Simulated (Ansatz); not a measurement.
Consider the cleavage of the Si–Si bond: `F[SiH]([SiH3])[SiH2]Cl` + HCl → `F[SiH]([SiH3])Cl` + `[SiH3]Cl`.

Gas-phase electronic energies from Ansatz, PBE0-D4/def2-TZVP geometries. CBS: MP2 limit from def2 TZ/QZ plus the TZ coupled-cluster correction, frozen cores. This one scheme is used for every species. One conformer a species, not always the lowest.

| level | ΔE (kcal/mol) |
| --- | --- |
| CCSD/def2-TZVPP | -26.3 |
| SCS-MP2/def2-QZVPP | -28.5 |

(1) What does CCSD(T)/CBS give? (Estimate.)

Largest T1 diagnostic among the species: 0.012.

Results:

(1) Ansatz gave: -26.0 kcal/mol. The listed levels differ from it by -0.3, -2.5 kcal/mol.

From PBE to PBE0 (25 % exact exchange), in def2-TZVPP and without D4, ΔE moves by −1.3 kcal/mol. In def2-TZVPP, CCSD(T) changes the Hartree–Fock value by +5.3 kcal/mol (the triples alone add +0.6 kcal/mol) and MP2 by +3.2 kcal/mol.
